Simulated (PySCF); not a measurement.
C3HF4, SMILES F/C=[C]/C(F)(F)F, multiplicity 2.

Geometry: B3LYP-D3(BJ)/def2-SVP. The isomer is the one that the SMILES or the coordinates give; other isomers of the formula were not compared.

All values below come from TDA-PBE/def2-SVPD (PySCF).

Vertical excitations. Gas-phase values at a fixed geometry.

Computed UV-visible absorptions:
```
state    energy (eV)  λ (nm)      f                              main pairs
-------  -----------  ------  -----  --------------------------------------
root 1          2.16     575  0.002                        β HOMO→LUMO 99 %
root 2          4.61     269  0.000  α HOMO−1→LUMO 48 %, β HOMO→LUMO+1 49 %
root 3          4.67     265  0.000                      β HOMO−1→LUMO 98 %
root 4          5.02     247  0.001                     β HOMO−2→LUMO 100 %
root 5          5.31     233  0.001                        α HOMO→LUMO 96 %
root 6          5.43     228  0.004                      β HOMO−3→LUMO 99 %
root 7          5.66     219  0.000                      β HOMO−4→LUMO 97 %
root 8          5.82     213  0.022                      β HOMO−5→LUMO 98 %
root 9          6.64     187  0.001                     β HOMO−7→LUMO 100 %
root 10         6.67     186  0.009                      β HOMO−6→LUMO 98 %
```
Unrestricted roots are not spin-pure.
